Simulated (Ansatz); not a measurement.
[MoO3(OH)]- (MoO4H⁻). The state is a singlet with charge -1. Geometry PBE0-D4/def2-SVPD, basis def2-TZVPD, Ansatz.

```xyz
6

Mo    0.442   -0.037    0.145
O     1.840    0.156   -0.839
O     0.431    1.117    1.423
O     0.376   -1.624    0.810
O    -1.117    0.245   -0.982
H    -1.972    0.143   -0.556
```

```tsv
run	HOMO (eV)	LUMO (eV)
A	-3.40	3.59
B	-2.00	2.77
C	-4.63	3.73
D	-3.15	3.27
E	-2.75	2.97
F	-1.91	3.06
```

In the def2 sets Mo takes a core potential; there is no spin–orbit coupling. HSE06 is defined as in plane-wave codes, on full-range PBE exchange.

The runs used B97M-V, CAM-B3LYP, HSE06, PBE0, r2SCAN, r2SCAN0. Estimate which is which.

A r2SCAN0 (25 % exact exchange); B B97M-V (0 % exact exchange); C CAM-B3LYP (range-separated); D PBE0 (25 % exact exchange); E HSE06 (range-separated); F r2SCAN (0 % exact exchange). Exact exchange lowers occupied and raises empty levels; among semilocal functionals meta-GGAs tend to open the gap a little, and such runs are hard to tell apart. The gap grows from 4.77 eV (B97M-V) to 8.35 eV (CAM-B3LYP).
